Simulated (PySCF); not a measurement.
Computed shifts of a molecule C2H7FSi2, PBE0/pcSseg-1 in PySCF, GIAO, gas phase, atoms alike by connectivity averaged where their shifts nearly agree, in ppm (number of nuclei): ¹⁹F: -86.3 (1). ¹³C: 173.4 (1), 103.6 (1). ²⁹Si: -84.3 (1), -106.2 (1). ¹H: 7.44 (1), 5.24 (1), 4.76 (1), 4.26 (1), 3.83 (3). References: ¹⁹F against CFCl3 (σ = 167.2 ppm); ¹³C against TMS (σ = 186.3 ppm); ²⁹Si against TMS (σ = 352.7 ppm); ¹H against TMS (σ = 31.56 ppm), references at their B3LYP-D3(BJ)/def2-TZVP geometries, non-relativistic. Geometry optimised at B3LYP-D3(BJ)/def2-SVP. One conformer was computed; it need not be the lowest.

Identify the compound among the candidates.
A. F[SiH2]/C=C\[SiH3]
B. F/C=C\[SiH2][SiH3]
C. F[Si@@H]1CC[SiH2]1
D. F[C@H]1C[SiH2][SiH2]1

B, F/C=C\[SiH2][SiH3]
